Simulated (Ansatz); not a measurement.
Two structures of AlH5O4, singlet, reached by relaxing down either side of one saddle point (PBE0-D4/def2-TZVP). Energies are electronic, without zero-point energy. Program: Ansatz 0.2.0. Basis: def2-TZVPP and def2-QZVPP. Cores are frozen in the correlated methods. Extrapolation: Hartree–Fock as exp(−7.88 √X), correlation as X^−2.97. First:

Al1  (-0.630, 0.202, 0.586)
H2  (-1.329, 1.601, 0.811)
O3  (1.081, 0.058, 0.913)
O4  (-1.615, -1.173, 0.753)
H5  (-0.170, 1.387, -1.606)
O6  (-0.156, 0.454, -1.349)
O7  (1.182, 0.045, -1.638)
H8  (1.455, -0.470, 1.615)
H9  (-1.333, -2.073, 0.612)
H10  (1.514, -0.030, -0.697)
(Å)

Second:

| atom | x (Å) | y (Å) | z (Å) |
| --- | --- | --- | --- |
| Al1 | 0.1866 | -0.7893 | -0.1170 |
| H2 | -1.3442 | 1.9562 | 0.2691 |
| O3 | 1.2044 | -0.2341 | 1.1223 |
| O4 | -1.4090 | -1.3019 | 0.0934 |
| H5 | -0.7138 | 2.0599 | 0.6572 |
| O6 | 0.9833 | -1.2018 | -1.6332 |
| O7 | 0.5848 | 0.2367 | -1.6871 |
| H8 | 0.9795 | -0.2409 | 2.0492 |
| H9 | -1.9088 | -1.1780 | 0.8965 |
| H10 | 1.4373 | 0.6930 | -1.6504 |

Which bonds change from the first to the second?

AlH₅O₄ ([OH][OH][AlH]([OH])[OH]) → AlH₃O₄ ([OH][Al]1([OH])[O][OH]1) + H₂; bonds formed: Al1–O7, H2–H5; dative contacts that become bonds: Al1–O6; bonds broken: Al1–H2, H5–O6.

Give the saddle point's structure and its height above each. (To be estimated.)

The calculation gives: 22.75 kcal/mol above the first and 29.87 kcal/mol above the second (CCSD(T) at an estimated basis limit (MP2 extrapolated from triple and quadruple zeta, plus CCSD(T) − MP2 in triple zeta)).
Al1  (-0.454, -0.131, 0.305)
H2  (-1.056, 1.516, 0.132)
O3  (1.139, -0.169, 0.910)
O4  (-1.746, -1.115, 0.742)
H5  (-0.572, 1.310, -0.753)
O6  (-0.082, 0.351, -1.433)
O7  (1.300, 0.437, -1.775)
H8  (1.448, -0.437, 1.770)
H9  (-1.712, -2.027, 1.019)
H10  (1.735, 0.265, -0.918)
(Å)

T1 diagnostic: at most 0.014.

Labels in which every atom is bracketed show which atoms are joined, not bond orders.

For scale, one of the runs: CCSD(T)/def2-TZVPP, 236 basis functions, launched by `ansatz run in.yaml --threads 4 --pin off --events-out ev --progress --plain --max-ram 9574MiB`. Hardware: 4 CPU threads of an Arm Neoverse V1, shared host. Wall time 2.6 min; peak host memory 4.5 GiB.
